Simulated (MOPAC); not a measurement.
A run for MOPAC: PM3 on CH6AlN (SMILES C[NH][AlH2]), a point of a torsion scan.

```
PM3 1SCF PRECISE CHARGE=0 THREADS=1
CH6AlN

C     -1.24546402 1     0.28647767 1     0.22972490 1
N     -0.08560211 1    -0.57019163 1    -0.03106117 1
Al     1.62278040 1    -0.17746278 1    -0.36459225 1
H     -2.02514798 1     0.14318754 1    -0.52387872 1
H     -0.92674117 1     1.32772502 1     0.20024291 1
H     -1.67686305 1     0.08578657 1     1.21451374 1
H     -0.39751192 1    -1.53890715 1     0.00248488 1
H      2.12806287 1     0.03812948 1    -1.80541452 1
H      2.64140106 1     0.00626444 1     0.77852773 1
```

It printed:

```
*******************************************************************************
 **                                                                           **
 **                              MOPAC v23.2.5                                **
 **                                                                           **
 *******************************************************************************
 ** MOPAC's Digital Object Identifier: https://doi.org/10.5281/zenodo.6511958 **
 **                                                                           **
 ** Please cite the open-source release paper for use of this MOPAC version:  **
 ** J. E. Moussa and J. J. P. Stewart (2026)                                  **
 ** MOPAC: An open-source semiempirical molecular orbital program             **
 ** J. Open Source Softw., 11(119), 8025, https://doi.org/10.21105/joss.08025 **
 *******************************************************************************

                              PM3 CALCULATION RESULTS

 *******************************************************************************
 *  PM3        - The PM3 Hamiltonian to be used
 *
 *
 *
 *                 CHARGE ON SYSTEM = 0
 *
 *
 *
 *  PRECISE    - TIGHTER CRITERIA TO BE USED
 *  1SCF       - DO 1 SCF AND THEN STOP
 *  THREADS=1  - MULTI-THREADING NOT USED
 *  T=         - A TIME OF 172800.0 SECONDS REQUESTED
 *  DUMP=N     - RESTART FILE WRITTEN EVERY 7200.0 SECONDS REQUESTED
 *******************************************************************************
PM3 1SCF PRECISE CHARGE=0 THREADS=1
 CH6AlN

   ATOM   CHEMICAL          X               Y               Z
  NUMBER   SYMBOL      (ANGSTROMS)     (ANGSTROMS)     (ANGSTROMS)

     1       C         -1.24546402  *   0.28647767  *   0.22972490  *
     2       N         -0.08560211  *  -0.57019163  *  -0.03106117  *
     3      Al          1.62278040  *  -0.17746278  *  -0.36459225  *
     4       H         -2.02514798  *   0.14318754  *  -0.52387872  *
     5       H         -0.92674117  *   1.32772502  *   0.20024291  *
     6       H         -1.67686305  *   0.08578657  *   1.21451374  *
     7       H         -0.39751192  *  -1.53890715  *   0.00248488  *
     8       H          2.12806287  *   0.03812948  *  -1.80541452  *
     9       H          2.64140106  *   0.00626444  *   0.77852773  *



          CARTESIAN COORDINATES

    NO.       ATOM           X           Y           Z

     1         C         -1.2455      0.2865      0.2297
     2         N         -0.0856     -0.5702     -0.0311
     3        Al          1.6228     -0.1775     -0.3646
     4         H         -2.0251      0.1432     -0.5239
     5         H         -0.9267      1.3277      0.2002
     6         H         -1.6769      0.0858      1.2145
     7         H         -0.3975     -1.5389      0.0025
     8         H          2.1281      0.0381     -1.8054
     9         H          2.6414      0.0063      0.7785

  H: (PM3): J. J. P. STEWART, J. COMP. CHEM. 10, 209 (1989).
  C: (PM3): J. J. P. STEWART, J. COMP. CHEM. 10, 209 (1989).
  N: (PM3): J. J. P. STEWART, J. COMP. CHEM. 10, 209 (1989).
 Al: (PM3): J. J. P. STEWART, J. COMP. CHEM. 10, 209 (1989).

           Empirical Formula: C H6 N Al  =     9 atoms



      MOLECULAR POINT GROUP   :   Cs


      RHF CALCULATION, NO. OF DOUBLY OCCUPIED LEVELS = 9


 -------------------------------------------------------------------------------
 PM3 1SCF PRECISE CHARGE=0 THREADS=1
 CH6AlN



     1SCF WAS SPECIFIED, SO BFGS WAS NOT USED
     SCF FIELD WAS ACHIEVED


                              PM3 CALCULATION
                                                       MOPAC v23.2.5 Linux




          FINAL HEAT OF FORMATION =         59.08182 KCAL/MOL =     247.19834 KJ/MOL


          COSMO AREA              =        109.91 SQUARE ANGSTROMS
          COSMO VOLUME            =         95.89 CUBIC ANGSTROMS

          IONIZATION POTENTIAL    =          8.221078 EV
          HOMO LUMO ENERGIES (EV) =         -8.221 -2.007
          NO. OF FILLED LEVELS    =          9
          MOLECULAR WEIGHT        =         59.0466         POINT GROUP:  Cs

          MOLECULAR DIMENSIONS (Angstroms)

            Atom       Atom       Distance
            H     8    H     6     4.85795
            H     9    H     4     3.92274
            H     5    H     7     2.85528


          SCF CALCULATIONS        =          1





   ATOM   CHEMICAL          X               Y               Z
  NUMBER   SYMBOL      (ANGSTROMS)     (ANGSTROMS)     (ANGSTROMS)

     1       C         -1.24546402  *   0.28647767  *   0.22972490  *
     2       N         -0.08560211  *  -0.57019163  *  -0.03106117  *
     3      Al          1.62278040  *  -0.17746278  *  -0.36459225  *
     4       H         -2.02514798  *   0.14318754  *  -0.52387872  *
     5       H         -0.92674117  *   1.32772502  *   0.20024291  *
     6       H         -1.67686305  *   0.08578657  *   1.21451374  *
     7       H         -0.39751192  *  -1.53890715  *   0.00248488  *
     8       H          2.12806287  *   0.03812948  *  -1.80541452  *
     9       H          2.64140106  *   0.00626444  *   0.77852773  *

                             CARTESIAN COORDINATES

   1    C       -1.245464020     0.286477670     0.229724900
   2    N       -0.085602110    -0.570191630    -0.031061170
   3   Al        1.622780400    -0.177462780    -0.364592250
   4    H       -2.025147980     0.143187540    -0.523878720
   5    H       -0.926741170     1.327725020     0.200242910
   6    H       -1.676863050     0.085786570     1.214513740
   7    H       -0.397511920    -1.538907150     0.002484880
   8    H        2.128062870     0.038129480    -1.805414520
   9    H        2.641401060     0.006264440     0.778527730


           Empirical Formula: C H6 N Al  =     9 atoms



      MOLECULAR POINT GROUP   :   Cs


                  EIGENVALUES
 -32.38357 -22.28641 -15.49913 -14.21647 -14.01529 -12.29290 -11.52267 -11.46879
  -8.22108  -2.00697   0.70977   1.44346   2.45718   4.19150   4.35654   4.68773
   5.19890   6.03073


              NET ATOMIC CHARGES AND DIPOLE CONTRIBUTIONS

  ATOM NO.   TYPE          CHARGE      No. of ELECS.   s-Pop       p-Pop
    1          C          -0.005700        4.0057     1.13095     2.87475
    2          N          -0.376984        5.3770     1.42550     3.95149
    3         Al           0.649654        2.3503     0.63141     1.71894
    4          H           0.017637        0.9824     0.98236
    5          H           0.016147        0.9839     0.98385
    6          H           0.017204        0.9828     0.98280
    7          H           0.063625        0.9364     0.93638
    8          H          -0.190762        1.1908     1.19076
    9          H          -0.190820        1.1908     1.19082
 DIPOLE           X         Y         Z       TOTAL
 POINT-CHG.     0.379     0.082    -0.075     0.394
 HYBRID        -0.799    -0.371     0.156     0.895
 SUM           -0.421    -0.289     0.081     0.517


          ATOMIC ORBITAL ELECTRON POPULATIONS

     Atom    s        px        py        pz
    1  C   1.13095   0.93172   0.96187   0.98116
    2  N   1.42550   1.08248   0.98728   1.88173
    3 Al   0.63141   0.70054   0.08392   0.93448
    4  H   0.98236
    5  H   0.98385
    6  H   0.98280
    7  H   0.93638
    8  H   1.19076
    9  H   1.19082

 **********************
 *                    *
 * JOB ENDED NORMALLY *
 *                    *
 **********************




 == MOPAC DONE ==
```

The run finished.

Cost: around 0.03 core-seconds (rough).
